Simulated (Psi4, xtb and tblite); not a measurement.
Two geometries of SMILES CCN(CC)[SiH2]N(CC)CC (C8H22N2Si), relaxed at GFN2-xTB with one dihedral held; other torsions can differ between them too.

Structure A

```
33

Si    -0.2232    -0.0995     1.1230
N      1.4110    -0.1484     0.5911
C      2.3235    -1.1663     1.0699
C      2.5202    -1.1501     2.5850
C      2.0588     1.0616     0.1382
C      2.5062     0.9448    -1.3191
N     -0.8737    -1.6723     0.8861
C     -1.9466    -2.1416     1.7295
C     -3.2482    -1.3485     1.6120
C     -0.6983    -2.3624    -0.3693
C     -1.7962    -2.1120    -1.4046
H     -0.4372     0.1985     2.5490
H     -0.8421     0.9713     0.3231
H      1.9286    -2.1466     0.7868
H      3.2882    -1.0369     0.5719
H      2.8418    -0.1641     2.9146
H      3.2742    -1.8788     2.8743
H      1.5852    -1.3922     3.0808
H      1.3595     1.8932     0.2274
H      2.9237     1.2908     0.7733
H      1.6427     0.7496    -1.9497
H      3.2131     0.1276    -1.4427
H      2.9811     1.8673    -1.6441
H     -2.1375    -3.1944     1.4972
H     -1.6096    -2.0856     2.7700
H     -4.0001    -1.7690     2.2764
H     -3.0710    -0.3133     1.8890
H     -3.6303    -1.3686     0.5962
H     -0.6283    -3.4415    -0.1745
H      0.2517    -2.0294    -0.7901
H     -1.5096    -2.5504    -2.3581
H     -1.9378    -1.0424    -1.5376
H     -2.7381    -2.5576    -1.0947
```

Structure B

```
33

Si    -0.1271     0.0581    -0.8259
N      1.1821     0.3078     0.2568
C      1.7461    -0.6873     1.1470
C      1.0844    -2.0527     1.0763
C      2.0579     1.4394     0.0624
C      3.1140     1.2110    -1.0188
N     -1.5142    -0.4163     0.0738
C     -1.8360     0.1994     1.3384
C     -2.7150     1.4475     1.2412
C     -2.5793    -1.1313    -0.5857
C     -3.2972    -0.3401    -1.6788
H     -0.2600     1.3406    -1.5394
H      0.0678    -1.0069    -1.8236
H      2.8133    -0.8117     0.9166
H      1.6835    -0.3090     2.1808
H      0.0325    -1.9860     1.3311
H      1.5752    -2.7269     1.7757
H      1.1740    -2.4629     0.0746
H      1.4509     2.3019    -0.2181
H      2.5499     1.6713     1.0144
H      2.6225     1.0180    -1.9686
H      3.7392     0.3554    -0.7754
H      3.7501     2.0872    -1.1163
H     -2.3349    -0.5411     1.9788
H     -0.8917     0.4755     1.8109
H     -2.7969     1.9190     2.2182
H     -2.2717     2.1547     0.5448
H     -3.7158     1.1958     0.8991
H     -3.3046    -1.4535     0.1685
H     -2.1506    -2.0294    -1.0433
H     -4.0882    -0.9450    -2.1167
H     -2.5893    -0.0677    -2.4562
H     -3.7342     0.5704    -1.2802
```

Which is lower in energy at the level B3LYP-D3(BJ)/def2-SVP // GFN2-xTB run with Psi4 1.11, and by how much?

A is lower, by 0.51 kcal/mol (dihedral Si1–N2–C3–C4: -60° in A, 0° in B).

E(B) − E(A) in kcal/mol at the other levels, on the same two geometries: GFN2-xTB (xtb and tblite) 0.69; B3LYP/def2-SVP // GFN2-xTB (Psi4) 1.09; PBE/def2-SVP // GFN2-xTB (Psi4) 0.86; PBE-D3(BJ)/def2-SVP // GFN2-xTB (Psi4) 0.53.
